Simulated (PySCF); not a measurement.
Input of a run (PBE0-D3(BJ)/def2-SVP geometry optimisation, gas phase (PySCF 2.14.0)), started from GFN2-xTB:
```
{"job": {"xc": "PBE0", "basis": "def2-SVP", "d3": "d3bj", "grid": 1, "kind": "geom"}, "charge": 0, "multiplicity": 1}
O     -2.293061     2.043940    -0.507032
C     -1.592126     1.084802    -0.294433
C     -2.122421    -0.270015    -0.097419
C     -1.320773    -1.320653     0.135815
C      0.109936    -1.178250     0.207204
C      0.708074     0.015971     0.043416
C      2.208933     0.167369     0.118578
F      2.818698    -1.006050     0.360076
F      2.584795     0.995491     1.098549
F      2.727889     0.633690    -1.021843
C     -0.059263     1.252057    -0.219517
O      0.451361     2.332446    -0.369494
H     -3.197009    -0.368792    -0.152078
H     -1.729975    -2.310098     0.278740
H      0.700531    -2.063917     0.397527
```

Output (energies in Eh, forces in Eh/bohr):
```
step   0  E = -717.21498073  max force = 0.016326
step   1  E = -717.21582982  max force = 0.006908
step   2  E = -717.21619006  max force = 0.002531
step   3  E = -717.21644699  max force = 0.002902
step   4  E = -717.21646407  max force = 0.003844
step   5  E = -717.21657722  max force = 0.001249
step   6  E = -717.21659390  max force = 0.000464
step   7  E = -717.21660325  max force = 0.000399
optimisation converged
```

Problem. Summarise the run.

Solution. The energy falls by 1.0 kcal/mol over 8 energy and gradient evaluations, the largest force component goes from 0.0163 to 4.0e-04 Eh/bohr, and the atoms move by 0.024 Å rms after alignment. The bond that changes most is C4–C5 (both ends alkene CH carbon), which lengthens by 0.017 Å. Bonds longer at the end by more than 0.005 Å: 6 of 15; shorter: 3. The energy never rose by more than 1e-6 Eh on the way. The first step brought 52 % of the lowering.

Problem. What are the final bond lengths?

Solution. O1=C2 1.206 Å, C2–C3 1.472 Å, C3=C4 1.348 Å, C4–C5 1.457 Å, C5=C6 1.349 Å, C6–C7 1.507 Å, C7–F8 1.339 Å, C7–F9 1.330 Å, C7–F10 1.330 Å, C6–C11 1.480 Å, C11=O12 1.205 Å, C2–C11 1.552 Å, C3–H13 1.092 Å, C4–H14 1.093 Å, C5–H15 1.093 Å. Numbering counts from 1 in the input's order; the species is `O=C1C=CC=C(C(F)(F)F)C1=O`.

The run used 183 basis functions and 64 SCF cycles in all. Cost: about 4 min of CPU time on one thread; the machine was shared, so the figure is rough.

Stationary, but not proved a minimum.

Conformer computed: `[O:1]=[C:2]1[CH:3]=[CH:4][CH:5]=[C:6]([C:7]([F:8])([F:9])[F:10])[C:11]1=[O:12]`: C5–C6–C7–F8 -1°.
